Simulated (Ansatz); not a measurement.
`[Cl][Ge]([Cl])([I])[I]`, charge 0, multiplicity 1.

Give a relaxed structure at PBE0-D4/def2-TZVP (Ansatz 0.2.0). (An estimate is asked.)

Computed: 
Z-matrix (Å, degrees):
```
Ge
Cl 1 2.132
I 1 2.486 2 109.4
I 1 2.486 2 109.4 3 122.8
Cl 1 2.132 2 107.4 3 -118.6
```
Point group C2v.
